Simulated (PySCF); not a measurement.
Property card for `ClS(=O)(C(C)(C)C)=O`

Species: C4H9ClO2S.
Z-matrix (Å and degrees, PBE0-D3(BJ)/def2-SVP geometry), rows numbered from 1:
```
C 
C   1  1.5193
C   2  1.5299  1  111.90
C   2  1.5194  1  113.38  3  -127.58
S   2  1.8416  1  108.04  3   112.54
O   5  1.4494  2  109.51  1   175.11
O   5  1.4490  2  109.62  1   -49.70
Cl  5  2.1163  2  101.82  1    62.42
H   1  1.1005  2  108.47  3    64.05
H   1  1.0986  2  111.16  3   -55.32
H   1  1.0987  2  111.42  3  -176.81
H   3  1.1004  2  108.22  1   -63.73
H   3  1.0989  2  111.35  1   177.13
H   3  1.0992  2  111.35  1    55.31
H   4  1.1007  2  108.50  1    64.60
H   4  1.0985  2  111.46  1   -54.62
H   4  1.0988  2  111.16  1  -176.14
```

**PBE0-D3(BJ)/def2-SVP geometry optimisation, gas phase (PySCF)**

```yaml
Rotational_constants_A_B_C: 1.917, 1.309, 1.162 GHz
```

From PBE0/def2-SVPD ground state and vertical TDDFT (core frozen in the response) (PySCF):

```yaml
Dipole_moment: 4.66 D
HOMO_energy: -9.02 eV
LUMO_energy: -1.99 eV
HOMO–LUMO_gap: 7.03 eV
Lowest_singlet_excitation: 5.40 eV (230 nm, f = 0.003)
Static_isotropic_polarisability: 91.6 au
Electronic_spatial_extent_⟨r²⟩_about_the_centre_of_nuclear_charge: 1224 bohr²
```

Monoisotopic mass (most abundant isotopes): 156.0012 u.

The largest Löwdin shares of the LUMO are 0.40 on Cl8, 0.28 on S5, 0.11 on O6 and 0.10 on O7. No computed singlet falls in the visible range (750 to 380 nm, 1.65 to 3.26 eV); S1 lies 2.14 eV above its blue end. In wavenumbers S1 is 43600 cm⁻¹ (1 eV = 8065.54 cm⁻¹). The polarisability is 13.57 Å³ as a volume (1 au = 0.148185 Å³), or 1.12 au for each of the 82 electrons. S1 lies 1.63 eV below the HOMO–LUMO gap; its leading configuration is HOMO→LUMO, weight 0.97. The rotational constants make it an asymmetric top with κ = (2B − A − C)/(A − C) = -0.61, nearer the prolate limit (−1). The largest Löwdin shares of the HOMO are 0.53 on Cl8, 0.22 on O7 and 0.21 on O6. With B = h/(8π²I), that is 505.379 GHz u Å² over I, the principal moments of inertia are 263.7, 386.1 and 434.8 u Å² (most abundant isotopes); the inertial defect Ic − Ia − Ib is -215.0 u Å² (zero for a rigid planar frame, negative otherwise).

